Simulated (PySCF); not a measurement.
PySCF input file for C3H6BF, SMILES FBCC=C, TDDFT-LC-ωPBE/def2-SVPD. Geometry: PBE-D3(BJ)/def2-SVP. This is a generated structure with no PubChem entry under its InChIKey; it may be hypothetical. One conformer was computed; it need not be the lowest.

```python
import numpy as np
from pyscf import gto, scf, dft, tdscf

mol = gto.M(
    atom='''
    B    -0.35861176    0.90005500    0.91593314
    C     0.44742182   -0.32298262    0.34428206
    C    -0.35857824   -1.21939842   -0.55292706
    C    -0.08272875   -1.48353788   -1.84221865
    H     0.73831031   -0.88607791    1.26927103
    H     1.39683707    0.00324392   -0.12987558
    H    -1.26467987   -1.66472913   -0.10207749
    H     0.80592413   -1.06067362   -2.34053775
    H    -0.73426101   -2.13385291   -2.44590883
    F     0.26180375    2.06105913    1.13997598
    H    -1.54199455    0.84779600    1.21486098
    ''',
    basis='def2-SVPD',
    charge=0,
    spin=0,
    max_memory=1600,
    verbose=4,
)
mf = dft.RKS(mol, xc='lc_wpbe').density_fit(auxbasis='def2-universal-jkfit')
mf.grids.level = 3
mf.conv_tol = 1e-9
mf.max_cycle = 100
mf.kernel()
mf.grids = dft.Grids(mol).set(level=1).build(with_non0tab=True)  # coarser grid for the response kernel
td = tdscf.TDDFT(mf)
td.singlet = True
td.nstates = 10
td.conv_tol = 1e-4
td.positive_eig_threshold = 1e-6
td.kernel(x0=td.get_init_guess(mf, 15))
td.analyze()
tt = tdscf.TDA(mf)
tt.singlet = False
tt.nstates = 4
tt.conv_tol = 1e-4
tt.positive_eig_threshold = 1e-6
tt.kernel(x0=tt.get_init_guess(mf, 9))
tt.analyze(verbose=3)
```

Output:

```
PySCF version 2.14.0

[INPUT] verbose = 4
[INPUT] num. atoms = 11
[INPUT] num. electrons = 38
[INPUT] charge = 0
[INPUT] spin (= nelec alpha-beta = 2S) = 0
[INPUT] symmetry False subgroup None
[INPUT] Mole.unit = angstrom
[INPUT] Symbol           X                Y                Z      unit          X                Y                Z       unit  Magmom
[INPUT]  1 B     -0.358611760000   0.900055000000   0.915933140000 AA   -0.677678011448   1.700857447045   1.730862783013 Bohr   0.0
[INPUT]  2 C      0.447421820000  -0.322982620000   0.344282060000 AA    0.845504701954  -0.610348694794   0.650598803001 Bohr   0.0
[INPUT]  3 C     -0.358578240000  -1.219398420000  -0.552927060000 AA   -0.677614667829  -2.304329050527  -1.044880710261 Bohr   0.0
[INPUT]  4 C     -0.082728750000  -1.483537880000  -1.842218650000 AA   -0.156334680128  -2.803480288618  -3.481288710066 Bohr   0.0
[INPUT]  5 H      0.738310310000  -0.886077910000   1.269271030000 AA    1.395204280843  -1.674444574927   2.398574624545 Bohr   0.0
[INPUT]  6 H      1.396837070000   0.003243920000  -0.129875580000 AA    2.639639502940   0.006130120370  -0.245429276469 Bohr   0.0
[INPUT]  7 H     -1.264679870000  -1.664729130000  -0.102077490000 AA   -2.389898589551  -3.145882127285  -0.192898499583 Bohr   0.0
[INPUT]  8 H      0.805924130000  -1.060673620000  -2.340537750000 AA    1.522975882878  -2.004382649351  -4.422975331706 Bohr   0.0
[INPUT]  9 H     -0.734261010000  -2.133852910000  -2.445908830000 AA   -1.387552212847  -4.032397590006  -4.622097814355 Bohr   0.0
[INPUT] 10 F      0.261803750000   2.061059130000   1.139975980000 AA    0.494737385884   3.894837282234   2.154242390783 Bohr   0.0
[INPUT] 11 H     -1.541994550000   0.847796000000   1.214860980000 AA   -2.913947385072   1.602102249502   2.295754531621 Bohr   0.0

nuclear repulsion = 146.413673426568
number of shells = 65
number of NR pGTOs = 213
number of NR cGTOs = 151
basis = def2-SVPD
ecp = {}


[settings echo left out]
init E= -242.713687186928
  HOMO = -0.285900721581032  LUMO = -0.0218277226022212  gap/eV = 7.18579
cycle= 1 E= -242.271725654833  delta_E= 0.442  |g|= 0.484  |ddm|= 4.21
  HOMO = -0.363694475997051  LUMO = 0.0431433402228176  gap/eV = 11.07062
cycle= 2 E= -242.285374199228  delta_E= -0.0136  |g|= 0.512  |ddm|= 0.991
  HOMO = -0.370920569431525  LUMO = 0.0535445574295017  gap/eV = 11.55028
cycle= 3 E= -242.325768676052  delta_E= -0.0404  |g|= 0.0465  |ddm|= 0.371
  HOMO = -0.374200563153169  LUMO = 0.0613947244544018  gap/eV = 11.85315
cycle= 4 E= -242.326415297823  delta_E= -0.000647  |g|= 0.0161  |ddm|= 0.122
  HOMO = -0.370844550492519  LUMO = 0.0607832979749614  gap/eV = 11.74519
cycle= 5 E= -242.326498180419  delta_E= -8.29e-05  |g|= 0.00342  |ddm|= 0.0391
  HOMO = -0.371769013533981  LUMO = 0.0604451704091704  gap/eV = 11.76115
cycle= 6 E= -242.326502491083  delta_E= -4.31e-06  |g|= 0.000761  |ddm|= 0.00921
  HOMO = -0.371677250168811  LUMO = 0.0605735619543908  gap/eV = 11.76214
cycle= 7 E= -242.326502914015  delta_E= -4.23e-07  |g|= 0.000194  |ddm|= 0.00351
  HOMO = -0.371686875604861  LUMO = 0.0605502704214809  gap/eV = 11.76177
cycle= 8 E= -242.326502935339  delta_E= -2.13e-08  |g|= 9.33e-05  |ddm|= 0.000725
  HOMO = -0.37169087785625  LUMO = 0.0605601665985116  gap/eV = 11.76215
cycle= 9 E= -242.326502938455  delta_E= -3.12e-09  |g|= 2.87e-05  |ddm|= 0.00028
  HOMO = -0.371689601042545  LUMO = 0.0605624586924036  gap/eV = 11.76218
cycle= 10 E= -242.326502938812  delta_E= -3.57e-10  |g|= 1.14e-05  |ddm|= 7.91e-05
  HOMO = -0.371689373644793  LUMO = 0.0605622221553594  gap/eV = 11.76217
Extra cycle  E= -242.326502938846  delta_E= -3.41e-11  |g|= 7.86e-06  |ddm|= 3.63e-05
converged SCF energy = -242.326502938846
tot grids = 40856
Overwritten attributes  positive_eig_threshold  of <class 'pyscf.tdscf.rks.TDDFT'>


******** <class 'pyscf.tdscf.rks.TDDFT'> for <class 'pyscf.df.df_jk.DFRKS'> ********
nstates = 10 singlet
deg_eia_thresh = 1.000e-03
wfnsym = None
conv_tol = 0.0001
eigh lindep = 1e-12
eigh level_shift = 0
eigh max_cycle = 100


Excitation energies (eV)
[6.15578521 7.37345656 7.57742734 7.94375552 8.30865933 8.49106914
 8.68886041 9.08228989 9.13662764 9.20436669]

** Singlet excitation energies and oscillator strengths **
Excited State   1:      6.15579 eV    201.41 nm  f=0.0036
      18 -> 20        0.42502
      19 -> 20        0.53091
Excited State   2:      7.37346 eV    168.15 nm  f=0.3939
      18 -> 20        0.25706
      19 -> 20       -0.30174
      19 -> 22       -0.56785
Excited State   3:      7.57743 eV    163.62 nm  f=0.0417
      18 -> 20       -0.38112
      19 -> 20        0.29427
      19 -> 21        0.24804
      19 -> 22       -0.34719
      19 -> 23        0.20734
Excited State   4:      7.94376 eV    156.08 nm  f=0.0280
      18 -> 20        0.23397
      19 -> 20       -0.14540
      19 -> 21        0.39913
      19 -> 22        0.17184
      19 -> 23        0.35297
      19 -> 24        0.24443
Excited State   5:      8.30866 eV    149.22 nm  f=0.0003
      17 -> 20       -0.29871
      17 -> 22       -0.57644
      19 -> 23        0.11674
Excited State   6:      8.49107 eV    146.02 nm  f=0.0048
      17 -> 22        0.12808
      19 -> 23        0.30610
      19 -> 24       -0.55101
      19 -> 26       -0.10449
      19 -> 27        0.15408
Excited State   7:      8.68886 eV    142.69 nm  f=0.0279
      18 -> 21        0.21528
      19 -> 21        0.38880
      19 -> 23       -0.37981
      19 -> 24       -0.20613
      19 -> 25        0.26436
Excited State   8:      9.08229 eV    136.51 nm  f=0.0223
      15 -> 22        0.10938
      16 -> 20       -0.11786
      16 -> 22       -0.17842
      17 -> 20        0.18629
      18 -> 21       -0.15198
      18 -> 22        0.26056
      19 -> 21       -0.13663
      19 -> 25        0.46354
      19 -> 26       -0.14907
Excited State   9:      9.13663 eV    135.70 nm  f=0.0225
      14 -> 20       -0.10870
      15 -> 20        0.17686
      16 -> 20        0.16377
      17 -> 20       -0.45518
      17 -> 22        0.21827
      18 -> 22       -0.15114
      19 -> 25        0.28994
Excited State  10:      9.20437 eV    134.70 nm  f=0.0019
      15 -> 20       -0.20044
      15 -> 22       -0.17058
      16 -> 22        0.36368
      17 -> 20        0.23474
      17 -> 22       -0.19287
      18 -> 22       -0.31257
      19 -> 25        0.19928

** Transition electric dipole moments (AU) **
state          X           Y           Z        Dip. S.      Osc.
  1        -0.0181      0.1243      0.0908      0.0240      0.0036
  2         0.1341     -0.4785     -1.3906      2.1807      0.3939
  3        -0.0176     -0.0045     -0.4738      0.2248      0.0417
  4        -0.2057      0.3178      0.0197      0.1437      0.0280
  5         0.0194      0.0343      0.0049      0.0016      0.0003
  6         0.1133      0.0232     -0.0984      0.0231      0.0048
  7         0.1767     -0.1288      0.2888      0.1312      0.0279
  8         0.2306     -0.1506     -0.1561      0.1002      0.0223
  9         0.2420     -0.1184      0.1675      0.1007      0.0225
 10         0.0022     -0.0862     -0.0333      0.0085      0.0019

** Transition velocity dipole moments (imaginary part, AU) **
state          X           Y           Z        Dip. S.      Osc.
  1        -0.0044      0.0293      0.0205      0.0013      0.0038
  2         0.0384     -0.1303     -0.3726      0.1573      0.3871
  3        -0.0094      0.0059     -0.1328      0.0178      0.0425
  4        -0.0688      0.1034     -0.0011      0.0154      0.0352
  5         0.0049      0.0111      0.0008      0.0001      0.0003
  6         0.0335      0.0089     -0.0312      0.0022      0.0046
  7         0.0625     -0.0544      0.0902      0.0150      0.0313
  8         0.0781     -0.0522     -0.0475      0.0111      0.0221
  9         0.0828     -0.0401      0.0574      0.0118      0.0234
 10         0.0026     -0.0304     -0.0101      0.0010      0.0020

** Transition magnetic dipole moments (imaginary part, AU) **
state          X           Y           Z
  1         0.4361      0.8538      0.3042
  2        -0.4343      0.8920     -0.1970
  3        -1.3085     -0.7038      0.2318
  4        -0.1356      0.2749      0.5233
  5         0.1388     -0.4036     -1.3283
  6        -0.1393     -0.0718      0.3933
  7         0.1498      0.0983      0.1073
  8         0.1311      0.4503     -0.2958
  9        -0.1520     -0.2476      0.2226
 10        -1.0859     -0.5565     -0.0193
Overwritten attributes  positive_eig_threshold  of <class 'pyscf.tdscf.rks.TDA'>


******** <class 'pyscf.tdscf.rks.TDA'> for <class 'pyscf.df.df_jk.DFRKS'> ********
nstates = 4 triplet
deg_eia_thresh = 1.000e-03
wfnsym = None
conv_tol = 0.0001
eigh lindep = 1e-12
eigh level_shift = 0
eigh max_cycle = 100


Excitation energies (eV)
[4.07206692 5.59347825 7.09134316 7.6948422 ]

** Triplet excitation energies and oscillator strengths **
Excited State   1:      4.07207 eV    304.47 nm  f=0.0000
Excited State   2:      5.59348 eV    221.66 nm  f=0.0000
Excited State   3:      7.09134 eV    174.84 nm  f=0.0000
Excited State   4:      7.69484 eV    161.13 nm  f=0.0000
```

Self-consistency was reached.
